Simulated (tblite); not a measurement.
Species: C6H4N2O (charge -1 and doublet state).
Numbering: `[H]/[N:9]=[CH:8]\[c:7]1[c:3]([C:2]=[N-:1])[cH:4][o:5][cH:6]1` (hydrogens: H10 on C4; H11 on C6; H12 on C8; H13 on N9)
Bond orders are those of one Lewis drawing.

Computed with GFN2-xTB (tblite), gas phase: L-BFGS steps from a force-field or distance-geometry start until the largest atomic force falls under 0.01 eV/Å.

Step 34: E = -677.5663 eV
```
atom  x, y, z in Å  |  force x, y, z in eV/Å
N1      0.6638    2.8032   -1.7981   -0.030   0.019  -0.039
C2      0.6868    1.7977   -1.2066    0.021  -0.089   0.056
C3      0.7660    0.6201   -0.4974    0.039  -0.012   0.023
C4      1.9356   -0.0643   -0.1906    0.005   0.010  -0.014
O5      1.6878   -1.1573    0.5500   -0.003   0.028  -0.094
C6      0.3498   -1.2181    0.7423    0.027   0.036  -0.032
C7     -0.3196   -0.1588    0.1259    0.053   0.041   0.001
C8     -1.6949    0.1321    0.0866   -0.009  -0.049  -0.069
N9     -2.6934   -0.5081    0.6547   -0.002   0.015   0.009
H10     2.9571    0.1314   -0.4651   -0.040   0.008   0.050
H11    -0.0044   -2.0656    1.2937   -0.075  -0.022   0.064
H12    -1.9833    0.9930   -0.5163   -0.013  -0.001   0.071
H13    -2.3559   -1.3047    1.2032    0.027   0.016  -0.025
```

Step 35: E = -677.5678 eV
```
atom  x, y, z in Å  |  force x, y, z in eV/Å
N1      0.6695    2.7968   -1.8112   -0.032   0.052  -0.037
C2      0.6901    1.7989   -1.2074    0.025  -0.140   0.054
C3      0.7676    0.6213   -0.4973   -0.003  -0.001   0.033
C4      1.9362   -0.0636   -0.1892   -0.002   0.017  -0.012
O5      1.6874   -1.1592    0.5467   -0.024   0.031  -0.078
C6      0.3485   -1.2210    0.7361    0.010   0.046  -0.027
C7     -0.3204   -0.1581    0.1233    0.041   0.026   0.003
C8     -1.6974    0.1321    0.0879    0.019  -0.030  -0.049
N9     -2.6938   -0.5107    0.6573    0.023   0.016   0.008
H10     2.9584    0.1388   -0.4546   -0.027  -0.001   0.037
H11    -0.0064   -2.0661    1.2922   -0.062  -0.004   0.039
H12    -1.9904    1.0002   -0.5035    0.011  -0.028   0.063
H13    -2.3538   -1.3090    1.2020    0.022   0.014  -0.034
```

Step 36: E = -677.5688 eV
```
atom  x, y, z in Å  |  force x, y, z in eV/Å
N1      0.6695    2.7930   -1.8165   -0.031   0.100  -0.058
C2      0.6920    1.7983   -1.2084    0.023  -0.160   0.057
C3      0.7694    0.6213   -0.4984   -0.031  -0.005   0.040
C4      1.9369   -0.0637   -0.1887   -0.012   0.020  -0.014
O5      1.6866   -1.1609    0.5430   -0.031   0.011  -0.041
C6      0.3473   -1.2232    0.7300   -0.002   0.032  -0.007
C7     -0.3202   -0.1579    0.1195    0.010   0.009   0.008
C8     -1.6983    0.1312    0.0861    0.035  -0.007  -0.013
N9     -2.6929   -0.5109    0.6599    0.038   0.008  -0.001
H10     2.9597    0.1426   -0.4451    0.000  -0.001   0.018
H11    -0.0088   -2.0634    1.2951   -0.045   0.019   0.005
H12    -1.9952    1.0053   -0.4940    0.027  -0.030   0.038
H13    -2.3504   -1.3112    1.1998    0.017   0.004  -0.031
```

Step 37: E = -677.5694 eV
```
atom  x, y, z in Å  |  force x, y, z in eV/Å
N1      0.6697    2.7912   -1.8201   -0.027   0.023  -0.012
C2      0.6929    1.7968   -1.2099    0.015  -0.056   0.002
C3      0.7699    0.6217   -0.4977   -0.036   0.010   0.020
C4      1.9370   -0.0630   -0.1880   -0.012   0.006  -0.010
O5      1.6854   -1.1618    0.5401   -0.018  -0.008  -0.009
C6      0.3464   -1.2244    0.7262   -0.012   0.011   0.011
C7     -0.3200   -0.1575    0.1174   -0.011  -0.010   0.016
C8     -1.6982    0.1304    0.0851    0.034   0.010   0.014
N9     -2.6916   -0.5106    0.6619    0.033  -0.004  -0.007
H10     2.9601    0.1448   -0.4393    0.017   0.003   0.004
H11    -0.0107   -2.0618    1.2966   -0.031   0.036  -0.019
H12    -1.9973    1.0076   -0.4876    0.031  -0.013   0.011
H13    -2.3481   -1.3129    1.1976    0.016  -0.007  -0.022
```

Q: Estimate the geometry and energy of step 38. (The exact step hangs on the optimiser's Hessian estimate; all steps are aligned on step 37, rigid shifts and turns removed.)

A: E = -677.5697 eV, largest force 0.058 eV/Å
```
atom  x, y, z in Å  |  force x, y, z in eV/Å
N1      0.6671    2.7911   -1.8175   -0.023   0.042  -0.033
C2      0.6928    1.7944   -1.2117    0.005  -0.035   0.008
C3      0.7698    0.6206   -0.4987   -0.017   0.006   0.014
C4      1.9370   -0.0632   -0.1882   -0.005  -0.004  -0.010
O5      1.6846   -1.1620    0.5393   -0.004  -0.020   0.009
C6      0.3457   -1.2243    0.7249   -0.007  -0.008   0.022
C7     -0.3197   -0.1579    0.1157   -0.016  -0.009   0.015
C8     -1.6972    0.1301    0.0839    0.018   0.017   0.028
N9     -2.6898   -0.5095    0.6629    0.018  -0.014  -0.009
H10     2.9607    0.1450   -0.4368    0.016   0.004  -0.001
H11    -0.0125   -2.0589    1.2983   -0.027   0.029  -0.021
H12    -1.9969    1.0082   -0.4855    0.028   0.007  -0.008
H13    -2.3459   -1.3132    1.1956    0.015  -0.015  -0.013
```

The energy changes by -0.0003 eV. The first-order estimate −F·Δx gives -0.0005 eV and the mean of the old and new forces, exact on a quadratic surface, -0.0003 eV. The step makes an angle of 65° with the force vector and moves no atom by more than 0.004 Å.

What follows is the cost of the whole relaxation. On an Intel Xeon Platinum 8259CL at 2.50 GHz with one thread, no GPU, shared host with 96 logical CPUs at a one-minute load of 48, this took 0.67 s wall.
